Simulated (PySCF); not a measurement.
Isomers of C8H10, one GFN2-xTB conformer each. Single-point energies are computed at PBE0/pcSseg-1 (PySCF, gas phase, no added dispersion term), electronic only.

Problem. Rank them by PBE0/pcSseg-1 energy, lowest first (kcal/mol).
A. `[CH:1]#[C:2][C@@H:3]1[CH:4]=[CH:5][CH2:6][CH2:7][CH2:8]1` with C2–C3–C4–C5 -106°, C4–C5–C6–C7 16°, C5–C6–C7–C8 -47°, C6–C7–C8–C3 64°
B. 5-methylspiro(2.4)hepta-4,6-diene, `CC1=CC2(C=C1)CC2`
C. `C[C@@]12[C@H]3[C@@H]1C=C[C@]32C`
D. o-xylene, `Cc1ccccc1C`
E. `[CH:1]#[C:2][C:3]#[C:4][C@H:5]([CH3:6])[CH2:7][CH3:8]` with C4–C5–C7–C8 -64°

Solution. D (0.0), B (41.2), A (60.5), C (68.5), E (87.1).

As drawn, the lowest has an aromatic ring, which the highest lacks; the highest has a C≡C bond, which the lowest lacks. GFN2-xTB itself gives, in the same order: 0.0, 29.6, 48.9, 52.3, 76.0. Both levels put the same isomer lowest; measured from each level's own lowest isomer, the values differ by up to 16.2 kcal/mol (C[C@@]12[C@H]3[C@@H]1C=C[C@]32C: 52.3 against 68.5).

Problem. Which frontier levels, dipoles and rotational constants go with these structures?

Solution. 
```csv
SMILES,"HOMO (eV, PBE0/pcSseg-1)",LUMO (eV),dipole (D),"A, B, C (MHz)"
Cc1ccccc1C,-6.80,0.07,0.70,"3218, 2183, 1322"
CC1=CC2(C=C1)CC2,-6.01,-0.40,0.68,"5096, 1505, 1287"
C#C[C@@H]1C=CCCC1,-7.16,0.35,0.83,"3543, 1711, 1475"
C[C@@]12[C@H]3[C@@H]1C=C[C@]32C,-6.08,0.41,1.22,"2870, 2583, 1720"
C#CC#C[C@H](C)CC,-7.15,-0.44,1.31,"3499, 1005, 813.1"
```
